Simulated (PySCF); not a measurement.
Task: Give a PBE0-D3(BJ)/def2-SVP geometry of InChI=1S/C4H7F3O2SSi/c1-3(8)9-11-10-2-4(5,6)7/h2,11H2,1H3.

Result: 
```xyz
18
C4H7F3O2SSi angstrom
C     -3.993    0.439   -0.693
C     -2.715   -0.123   -0.159
O     -2.618   -0.945    0.719
O     -1.626    0.369   -0.767
Si    -0.142   -0.332   -0.263
S      1.224    0.793   -1.487
C      2.688    0.779   -0.414
C      3.396   -0.554   -0.353
F      4.465   -0.473    0.443
F      2.591   -1.502    0.154
F      3.804   -0.969   -1.545
H     -4.122    0.107   -1.734
H     -3.945    1.537   -0.708
H     -4.837    0.095   -0.086
H     -0.174   -1.776   -0.592
H      0.165   -0.041    1.161
H      3.391    1.515   -0.828
H      2.441    1.081    0.614
```

Any rigid rotation of these coordinates is as good. Atoms count from 1 in this order. The C–O distances run from 1.207 Å (C2=O3, drawn double) to 1.340 Å (C2–O4, drawn single), a spread of 0.133 Å. Si5 (oxygen-bound silicon) is distorted tetrahedral (angles from 99.7° to 114.1°). Of the pairs four or more bonds apart, Si5···F10 is among the closest relative to their van der Waals radii: 3.00 Å, 84 % of the sum of Bondi's values. O4 (oxygen singly bound to a carbonyl carbon) is bent (angle 114.8°).

Bonds between heavy atoms (Å): C1–C2 1.495, C2=O3 1.207, C2–O4 1.340, O4–Si5 1.717, Si5–S6 2.152, S6–C7 1.815, C7–C8 1.510, C8–F9 1.335, C8–F10 1.343, C8–F11 1.327.

The calculation used PySCF 2.14.0, PBE0-D3(BJ)/def2-SVP geometry optimisation, gas phase.

Point group: C1 (no symmetry element, even within 0.4 Å). PBE0-D3(BJ)/def2-SVP frequencies: not computed here. One conformer, not necessarily the lowest (C1–C2–O4–Si5 -176°, C2–O4–Si5–S6 -179°, O4–Si5–S6–C7 150°, Si5–S6–C7–C8 73°).

Time: 4.1 min of wall time. Hardware: one thread of an Arm Neoverse V1, no GPU, shared host. These figures are those of the optimisation.
